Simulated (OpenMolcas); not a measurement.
An atom or ion with 44 electrons was computed by SS-CASPT2, IPEA 0.25 Eh, imaginary shift 0.1 Eh with spin-orbit coupling (OpenMolcas, ANO-RCC-VTZP, DKH2). The lowest levels that the run gave, each within 12 % of the measured value where one is at hand:

```json
{"J": "4", "Parity": "even", "E (cm-1)": "0.0", "g": "1.249"}
{"J": "3", "Parity": "even", "E (cm-1)": "3980", "g": "1.084"}
{"J": "2", "Parity": "even", "E (cm-1)": "5630", "g": "0.725"}
{"J": "2", "Parity": "even", "E (cm-1)": "12130", "g": "1.216"}
{"J": "1", "Parity": "even", "E (cm-1)": "16410", "g": "1.501"}
{"J": "0", "Parity": "even", "E (cm-1)": "16660", "g": ""}
{"J": "2", "Parity": "even", "E (cm-1)": "17280", "g": "1.227"}
{"J": "4", "Parity": "even", "E (cm-1)": "21160", "g": "1.002"}
{"J": "0", "Parity": "even", "E (cm-1)": "48310", "g": ""}
```

Question: Which ion is it, and what are the configurations and terms?

Answer: Ag3+ (Z = 47, charge +3; active space 8 electrons in 5 orbitals (4d)). J, parity and g give the terms where levels are pure, and mixed ones are named by the computed weights; the size of the splittings, set against known spectra of the 44-electron sequence, gives the charge. In order, with the measured energies in cm-1 (the list in Gamrath, thesis, University of Mons (2023)): 4d8 3F4, 4d8 3F3 (4172), 4d8 3F2 (5830), 4d8 3P2 [51 %], 4d8 3P1 (15900), 4d8 3P0 (16092), 4d8 1D2 [48 %], 4d8 1G4 (20570), 4d8 1S0 (47139).

CASPT2 breaks the degeneracy within a term, and the mean is taken; among the terms shown or strongly mixed into the levels shown the widest spread is 620 cm-1 (4d8 1G). Measured partners are found by configuration, term and J. A level has none where our copy of the source lacks it or the pairing is in doubt (some pairs that miss far off the trend of their configuration count as doubtful), and it then counts in no deviation. Levels of configurations outside the active space are missing.

A share in square brackets marks a mixed level and gives the weight of the term that names it.
